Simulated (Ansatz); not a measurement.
Consider the redistribution: `[CH3][AlH][Se]C` + `CS[SiH2]S` → `C[Se][SiH2]S` + `[CH3][AlH][S]C`.

Computed with Ansatz on PBE0-D4/def2-TZVP structures; ΔE is electronic, products minus reactants. CBS: MP2 limit from def2 TZ/QZ plus the TZ coupled-cluster correction, frozen cores. Functionals use def2-TZVPP. B3LYP here is the variant with VWN-RPA as its local correlation; programs differ in this. For Se outer-core shells are correlated without core-valence functions, which leaves a few kJ/mol of doubt a bond. Scalar relativity is left out up to krypton. Each species was taken in one conformer, which may not be the lowest.

```csv
level,ΔE (kcal/mol),difference from CCSD(T)/CBS
PBE-D4,1.1,0.0
PBE0-D4,1.2,0.1
ωB97M-V,1.2,0.1
PBE,1.1,0.0
PBE0,1.3,0.2
B3LYP,1.2,0.1
MP2/def2-TZVPP,1.3,0.2
HF/def2-QZVPP,1.9,0.8
MP2/def2-QZVPP,1.2,0.1
SCS-MP2/def2-QZVPP,1.3,0.2
CCSD(T)/CBS,1.1,0
```

Largest T1 diagnostic among the species: 0.011.
